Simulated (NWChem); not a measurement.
Basis-set convergence for BeO

```xyz
2

Be     0.0000     0.0000     0.8926
O      0.0000     0.0000    -0.4463
```
Charge 0, spin multiplicity 1.

All runs are NWChem calculations. All single points use one geometry, from B3LYP/def2-SVP, a minimum by its harmonic frequencies.

Quantity: vertical ionisation energy at the level ΔB3LYP (Δ: difference of total energies, the cation a doublet at the parent's geometry with its hole in an orbital of symmetry b1 (C2v labels); it is the state that the SCF runs reached, from PBE0 orbitals for Hartree-Fock references, and need not be the lowest).

B3LYP has NWChem's definition, with VWN1-RPA local correlation. The Pople sets run with spherical d functions. The structure started from a generated list of species. No SCF solution was tested for a lower state.

```json
[
 {"basis": "pcseg-1", "functions": "23", "vertical ionisation energy (eV)": "10.20"},
 {"basis": "def2-SVP", "functions": "23", "vertical ionisation energy (eV)": "10.26"},
 {"basis": "6-31G*", "functions": "28", "vertical ionisation energy (eV)": "9.94"},
 {"basis": "def2-SVPD", "functions": "35", "vertical ionisation energy (eV)": "10.29"},
 {"basis": "6-31+G*", "functions": "36", "vertical ionisation energy (eV)": "10.13"},
 {"basis": "aug-pcseg-1", "functions": "36", "vertical ionisation energy (eV)": "10.21"},
 {"basis": "6-311++G**", "functions": "44", "vertical ionisation energy (eV)": "10.15"},
 {"basis": "pcseg-2", "functions": "45", "vertical ionisation energy (eV)": "10.09"},
 {"basis": "cc-pVTZ", "functions": "60", "vertical ionisation energy (eV)": "10.03"},
 {"basis": "cc-pVQZ", "functions": "110", "vertical ionisation energy (eV)": "10.05"}
]
```

Smallest basis within 0.2 eV of cc-pVQZ, the largest set run: pcseg-1, with 23 functions against 110 (also within reach: 6-31G*, 6-31+G*, aug-pcseg-1, 6-311++G**, pcseg-2, cc-pVTZ). cc-pVQZ isn't the basis-set limit itself, and a small set can land close by cancellation.
